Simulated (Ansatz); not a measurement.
`[OH][Ge@H]1[SiH2][Si@H]1F`. Charge 0, multiplicity 1.

```json
{"atom": "O1", "x (Å)": "0.654", "y (Å)": "1.283", "z (Å)": "-2.042"}
{"atom": "Ge2", "x (Å)": "-0.021", "y (Å)": "1.128", "z (Å)": "-0.402"}
{"atom": "Si3", "x (Å)": "-1.026", "y (Å)": "-1.053", "z (Å)": "0.010"}
{"atom": "Si4", "x (Å)": "0.660", "y (Å)": "-0.309", "z (Å)": "1.371"}
{"atom": "F5", "x (Å)": "2.016", "y (Å)": "-1.041", "z (Å)": "1.803"}
{"atom": "H6", "x (Å)": "0.978", "y (Å)": "0.445", "z (Å)": "-2.383"}
{"atom": "H7", "x (Å)": "-0.547", "y (Å)": "2.534", "z (Å)": "-0.078"}
{"atom": "H8", "x (Å)": "-2.365", "y (Å)": "-1.619", "z (Å)": "0.332"}
{"atom": "H9", "x (Å)": "-0.430", "y (Å)": "-1.750", "z (Å)": "-1.168"}
{"atom": "H10", "x (Å)": "0.079", "y (Å)": "0.381", "z (Å)": "2.556"}
```

(1) What are the harmonic wavenumbers in cm⁻¹ at PBE0-D4/def2-TZVP (Ansatz, finite differences of forces, unscaled)? (Estimate.)

(2) Is this a minimum?

(3) Give the ideal-gas thermochemistry at 298.15 K and 1 bar (rigid rotor, harmonic oscillator; point group C1, symmetry number 1).

## Answers

(1) Computed: 86, 107, 157, 184, 231, 262, 326, 350, 451, 468, 547, 602, 665, 686, 717, 776, 885, 926, 954, 2147, 2185, 2200, 2211, 3888.

(2) Yes, all 24 modes are real.

(3) Zero-point energy 131.6 kJ/mol; H(298) − E = 157.0 kJ/mol; entropy 385.2 J/(mol·K), of which translation 172.8, rotation 120.1, vibration 92.2; G(298) − E = 42.2 kJ/mol. Modes under 100 cm⁻¹ are hindered rotations or soft bends, so the harmonic entropy is rough.
